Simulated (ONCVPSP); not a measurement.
# Before and after: ONCV potential for cadmium (Cd)

cadmium, optimised norm-conserving Vanderbilt (ONCV), made with ONCVPSP 4.0.1 (PBE, scalar-relativistic). Core [Ar] 3d10, reference 4s2 4p6 4d10 5s2. Waves: 4s+5s: rc 1.45 bohr, ncon 4, nbas 9, qcut 7.4 1/bohr, 3 projectors, debl 3.6 Ha; 4p: rc 1.60 bohr, ncon 3, nbas 8, qcut 8.5 1/bohr, 2 projectors, debl 0.3 Ha; 4d: rc 1.35 bohr, ncon 4, nbas 8, qcut 10.9 1/bohr, 2 projectors, debl 3.8 Ha. Local part: polynomial inside 1.00 bohr (lpopt 5, dvloc0 3 Ha). Core correction: none.

In the p channel the program set the typed energies aside and used -2.461, 0.250 Ha.

Change: p: qcut 5.4.

Cutoffs: the cutoffs (Ha) at which the residual kinetic energy of the hardest occupied pseudo-wave falls to 1 and 0.1 mHa per electron; they do not see the model core or the augmentation charge, which bear on the density cutoff. Errors are all-electron minus pseudo energies relative to the spin-unpolarised reference configuration.

How do hardness, ghosts and transferability respond?

The potential gets harder (38 Ha and 46 Ha → 38 Ha and 97 Ha); of the 4 tests that both files solve, the error grows in 1 and shrinks in 0 by more than 15 % and 0.3 meV (median size 3.8 → 4.0 meV); neither file shows a bound ghost.

```csv
quantity,base,changed
"cutoff, loose",38 Ha,38 Ha
"cutoff, tight",46 Ha,97 Ha
loose cutoff by channel,"s 22 Ha, p 22 Ha, d 38 Ha","s 22 Ha, p 37 Ha, d 38 Ha"
bound ghosts,none,none
GHOST(+) flags under 300 eV,none,none
"error for 4s2 4p6 4d10 5s1, meV [ΔE 9.27 eV]",-1.7,-1.8
"error for 4s2 4p6 4d10 5s0, meV [ΔE 26.40 eV]",-5.9,-6.2
"error for 4s2 4p6 4d9 5s0, meV [ΔE 64.41 eV]",-10,-13
"error for 4s2 4p6 4d10 5s1 5p1, meV [ΔE 4.67 eV]",-0.7,-0.9
s: phases at 1.47 bohr within 0.05 rad from the reference energy up to (Ha; the scan ends near 5),to the end of the scan,to the end of the scan
p: phases at 1.63 bohr within 0.05 rad from the reference energy up to (Ha; the scan ends near 5),to the end of the scan,to the end of the scan
d: phases at 1.37 bohr within 0.05 rad from the reference energy up to (Ha; the scan ends near 5),to the end of the scan,to the end of the scan
```
